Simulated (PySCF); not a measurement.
Orbital picture of ReH

PBE0 at R = 1.633 Å; PySCF, scalar-relativistic core potentials, basis sets Re def2-TZVPP with ECP60, H def2-TZVPP. State: ⁵Σ⁺ (quintet), unpaired electrons π ↑↑, δ ↑↑. Only the outer orbitals are listed, counted within each symmetry, core potentials removing the inner ones.

```csv
spin,orbital,occ.,ε (eV),on Re (%),main shells (%)
α,3σ,1,-10.27,55,"44 H s, 35 Re d, 18 Re s"
α,2π,1,-7.66,99,99 Re d
α,2π,1,-7.66,99,99 Re d
α,1δ,1,-7.34,100,100 Re d
α,1δ,1,-7.34,100,100 Re d
α,4σ,1,-6.87,100,"63 Re s, 37 Re d"
α,5σ,0,-2.22,80,"53 Re p, 19 H s, 16 Re d"
α,3π,0,-0.57,100,100 Re p
α,3π,0,-0.57,100,100 Re p
β,2σ,1,-46.93,99,99 Re p
β,1π,1,-46.32,100,100 Re p
β,1π,1,-46.32,100,100 Re p
β,3σ,1,-9.78,40,"60 H s, 24 Re d, 13 Re s"
β,4σ,1,-5.01,100,"67 Re s, 32 Re d"
β,2π,0,-1.75,99,98 Re d
β,2π,0,-1.75,99,98 Re d
β,1δ,0,-1.66,100,100 Re d
```

Problem. Which are the highest filled and the lowest empty level, where do they sit, and how wide is the gap?

Solution. Highest filled β 4σ at -5.01 eV (in %: 67 Re s, 32 Re d); lowest empty α 5σ at -2.22 eV (in %: 53 Re p, 19 H s, 16 Re d); the gap at PBE0 is 2.79 eV.

```json
{
  "bond order (Mayer)": "1.02",
  "⟨S²⟩": "6.040",
  "charge on Re (Mulliken, basis-dependent)": "0.08",
  "charge on Re (Löwdin, basis-dependent)": "0.20",
  "dipole moment (positive dipole means Re(−)H(+))": "-1.34 D",
  "polarisability along the bond": "55.8 bohr³",
  "polarisability across the bond": "61.7 bohr³"
}
```

Spin–orbit coupling is left out. The state is the lowest single determinant that the PBE0 search found; with open d or f shells the true ground state can be another one.
